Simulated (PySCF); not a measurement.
Stepwise substitution at one centre (Sn OH-H). All species are isolated molecules in the gas phase. One relaxed conformer stands for each flexible species; it need not be the lowest. Strings in code marks are SMILES.

These are PySCF 2.14.0 with PBE-D3(BJ)/def2-TZVP values and carry that method's errors. All candidates: neutral, multiplicity 1. 

```json
{
  "HOMO": "-7.38 eV",
  "HOMO–LUMO gap": "4.48 eV",
  "LUMO": "-2.90 eV"
}
```

Question: Say which member has these values.
A) `[OH][Sn]([OH])([OH])[OH]`
B) `[SnH4]`
C) `[OH][SnH]([OH])[OH]`
D) `[OH][SnH2][OH]` (H–O–Sn–O torsion 55°, O–Sn–O–H torsion -102°)

Answer: A, `[OH][Sn]([OH])([OH])[OH]`. The others give `[OH][SnH2][OH]` (H–O–Sn–O torsion 55°, O–Sn–O–H torsion -102°): -6.78 eV, 5.22 eV, -1.56 eV; `[SnH4]`: -7.92 eV, 7.52 eV, -0.40 eV; `[OH][SnH]([OH])[OH]`: -7.07 eV, 4.92 eV, -2.15 eV
